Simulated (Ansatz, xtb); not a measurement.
## Two isomers of C3H3BrO

Structure a is `O=C=CCBr`, a singlet and structure b is `C=CC(=O)Br`, a singlet. Both are isolated molecules in the gas phase, relaxed with PBE-D3(BJ)/def2-SVP; the shapes shown needn't be the lowest conformers.

a (Å):

```tsv
atom	x (Å)	y (Å)	z (Å)
C	0.5947	0.1463	-2.2588
C	1.2036	-0.4576	-1.2387
C	0.7027	-1.7046	-0.6133
Br	-0.3586	-1.3980	1.0722
O	0.0784	0.6639	-3.1758
H	2.0640	0.0783	-0.8060
H	1.5306	-2.3542	-0.2806
H	0.0235	-2.2769	-1.2682
```

b (Å):

| atom | x (Å) | y (Å) | z (Å) |
| --- | --- | --- | --- |
| C | 1.5775 | -0.8439 | -2.1080 |
| C | 1.1425 | -1.0161 | -0.8433 |
| C | -0.2945 | -0.8518 | -0.5252 |
| Br | -0.6430 | -1.1656 | 1.4166 |
| O | -1.1883 | -0.5706 | -1.2709 |
| H | 0.8711 | -0.5809 | -2.9116 |
| H | 2.6411 | -0.9615 | -2.3650 |
| H | 1.8149 | -1.2787 | -0.0141 |

Energies in hartree; the thermal terms are from PBE-D3(BJ)/def2-SVP harmonic frequencies (ideal gas, rigid rotor, one conformer each, 298.15 K, 1 atm) and include the zero-point energy:

|  | a | b |
| --- | --- | --- |
| E, CCSD(T)/def2-SVP | −2762.984807 | −2763.000722 |
| E, MP2/def2-SVP | −2762.934279 | −2762.947257 |
| E, MP2/def2-TZVPP | −2763.647608 | −2763.659654 |
| zero-point energy | 0.050625 | 0.050758 |
| H(298 K) − E | 0.057216 | 0.057253 |
| G(298 K) − E | 0.019679 | 0.020243 |

Task: Correct the CCSD(T) difference for the basis set by the MP2 change, then work out ΔE, ΔE₀, ΔH and ΔG for a → b in kJ/mol (1 Eh = 2625.50 kJ/mol) and the equilibrium ratio [b]/[a].

Result: 1. Differences b − a: CCSD(T) −0.015915, MP2 in the small set −0.012978, MP2 in the large set −0.012046 Eh.
2. ΔE = −0.015915 + (−0.012046 − (−0.012978)) = −0.014983 Eh = −39.34 kJ/mol.
3. ΔE₀ = ΔE + ΔZPE = −0.014983 + (+0.000133) Eh = −38.99 kJ/mol.
4. ΔH = ΔE + (+0.000037) Eh = −39.24 kJ/mol.
5. ΔG = ΔE + (+0.000564) Eh = −37.86 kJ/mol, so ΔS = (ΔH − ΔG)/T = −4.6 J/(mol K).
6. kT = 0.9442 mEh, so K = [b]/[a] = exp(−ΔG/kT) = exp(+15.27) ≈ 4.3 × 10^6.

Structure b is favoured at this temperature. An error of 4 kJ/mol in ΔG would change K by a factor of 5. Mirror images and further conformers aren't counted.

As drawn, both hold the same kinds of bond in the same numbers.

Other levels gave ΔE = −5.5 (GFN2-xTB); −27.0 (HF/STO-3G, GFN2-xTB geometries); −38.4 (r2SCAN-D4/def2-SVP, GFN2-xTB geometries); −36.7 (PBE-D3(BJ)/def2-SVP); −31.2 (HF/def2-SVP); −34.1 (MP2/def2-SVP); −41.8 (CCSD(T)/def2-SVP) kJ/mol. The correlated steps freeze 13 core orbitals; the filled d shell of Br is correlated, in a basis made for valence electrons. Programs: Ansatz 0.2.0, xtb 6.7.1.
